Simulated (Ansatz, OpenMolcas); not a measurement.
**How methods differ on CH6B2O (SMILES BB(C)O)**

CH6B2O: 10 atoms, total charge 0, spin state singlet. As SMILES, `BB(C)O`. The shape is that of a PBE0-D4/def2-TZVP optimisation. This is one conformer, not always the lowest.

Quantity: the vertical energy of the triplet above the singlet, in eV. The values are calculated.

```csv
level,kind,program,value (eV),less CCSD(T)/def2-SVP,CPU time (all runs)
HF/def2-SVP,Hartree–Fock,OpenMolcas,3.61,-0.07,12 s
B3LYP/def2-SVP,global hybrid,Ansatz,3.52,-0.16,18 s
BHLYP/def2-SVP,global hybrid,Ansatz,3.78,+0.10,18 s
PBE0/def2-SVP,global hybrid,Ansatz,3.38,-0.30,18 s
wB97X/def2-SVP,range-separated hybrid,Ansatz,3.68,0.00,73 s
RPA@PBE/def2-SVP,RPA,Ansatz,3.62,-0.06,29 s
MP2/def2-SVP,perturbation theory,Ansatz,3.72,+0.04,6.2 s
"CCSD(T)/def2-SVP, open shells restricted",coupled cluster or CI,OpenMolcas,3.68,0.00,88 s
```

CCSD(T)/def2-SVP, open shells restricted is the highest level here, not the true value. The values span 3.38 to 3.78 eV. Times are those of the runs behind each value, whatever else they computed, on shared processors of several kinds: orders of magnitude only.
